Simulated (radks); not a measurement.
Values are calculated unless marked as measured or tabulated.
Question: Mean orbital radii <r> (bohr) of neutral lanthanum, [Xe] 5d1 6s2, of relativity; Dirac values are averaged over j with weights 2j + 1. Spin-unpolarised spherical Kohn-Sham, BLYP, point nucleus unless stated (finite: rms radius 4.855 fm), a radial shooting solver on a logarithmic mesh with Libxc functionals. A level marked "c x" has the speed of light scaled by that factor and shares open shells by 2j + 1; other Dirac levels either fill j = l - 1/2 first or share by 2j + 1.

| shell | non-rel. |
|---|---|
| 2p | 0.09710 |
| 3s | 0.2998 |
| 3p | 0.2898 |
| 3d | 0.2605 |
| 4s | 0.6841 |
| 4p | 0.7059 |
| 4d | 0.7638 |
| 5s | 1.624 |
| 5p | 1.826 |
| 5d | 2.866 |
| 6s | 4.605 |
| 6p (empty) | 6.132 |

Give the values at the level "Dirac, c x 2".

Answer: 
shell       Dirac, c x 2  change of magnitude (%)
2p               0.09633                    -0.79
3s                0.2962                    -1.21
3p                0.2880                    -0.60
3d                0.2604                    -0.06
4s                0.6769                    -1.06
4p                0.7027                    -0.46
4d                0.7648                    +0.13
5s                 1.608                    -1.00
5p                 1.821                    -0.28
5d                 2.900                    +1.18
6s                 4.561                    -0.94
6p (empty)         6.137                    +0.08
